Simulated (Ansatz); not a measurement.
`CO[SiH](N)O[SiH3]` + `N=CF` → `F/C=N/[SiH3]` + `CO[SiH](N)O`  (ligand exchange at the Si–O bond)

Computed with Ansatz on PBE0-D4/def2-TZVP structures; ΔE is electronic, products minus reactants. CCSD(T)/CBS is the MP2 limit (def2-TZVPP, def2-QZVPP) plus CCSD(T) − MP2 in def2-TZVPP, frozen cores. This one scheme is used for every species. Functionals use def2-TZVPP. Each species was taken in one conformer, which may not be the lowest.

```
             level  ΔE (eV)
            PBE-D4     0.51
           ωB97M-V     0.60
     HF/def2-TZVPP     0.69
CCSD(T)/def2-TZVPP     0.62
```

What does CCSD(T)/CBS give? (Estimate.)

Ansatz gave: +0.62 eV. The listed levels differ from it by -0.11, -0.02, 0.07, 0.00 eV.

Largest T1 diagnostic among the species: 0.014.

From PBE to PBE0 (25 % exact exchange), in def2-TZVPP and without D4, ΔE moves by +0.05 eV. In def2-TZVPP, CCSD(T) changes the Hartree–Fock value by −0.07 eV (the triples alone add −0.02 eV) and MP2 by −0.10 eV.
